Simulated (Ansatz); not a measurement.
F$_{3}$STa (`[F][Ta]([F])([F])=[S]`). The species carries charge 0 and has multiplicity 1. Ta takes the def2 core potential.

Problem. List the harmonic frequencies (cm⁻¹, unscaled) at PBE0-D4/def2-TZVP in Ansatz. (Best estimate.)

Solution. Ansatz gave: 168, 168, 195, 195, 200, 565, 696, 696, 701.

Problem. Is this a minimum?

Solution. Yes, all 9 modes are real.

Problem. Give the ideal-gas thermochemistry at 298.15 K and 1 bar (rigid rotor, harmonic oscillator; point group C3v, symmetry number 3).

Solution. Zero-point energy 21.4 kJ/mol; H(298) − E = 40.4 kJ/mol; entropy 339.3 J/(mol·K), of which translation 178.7, rotation 106.9, vibration 53.8; G(298) − E = -60.8 kJ/mol.

Problem. And at 400, 500, 600, 800 and 1000 K?

Solution. 
```json
{"T (K)": "400", "H − E (kJ/mol)": "49.7", "S (J/mol/K)": "366.0", "G − E (kJ/mol)": "-96.7"}
{"T (K)": "500", "H − E (kJ/mol)": "59.4", "S (J/mol/K)": "387.6", "G − E (kJ/mol)": "-134.4"}
{"T (K)": "600", "H − E (kJ/mol)": "69.3", "S (J/mol/K)": "405.8", "G − E (kJ/mol)": "-174.1"}
{"T (K)": "800", "H − E (kJ/mol)": "89.9", "S (J/mol/K)": "435.3", "G − E (kJ/mol)": "-258.4"}
{"T (K)": "1000", "H − E (kJ/mol)": "110.9", "S (J/mol/K)": "458.7", "G − E (kJ/mol)": "-347.9"}
```
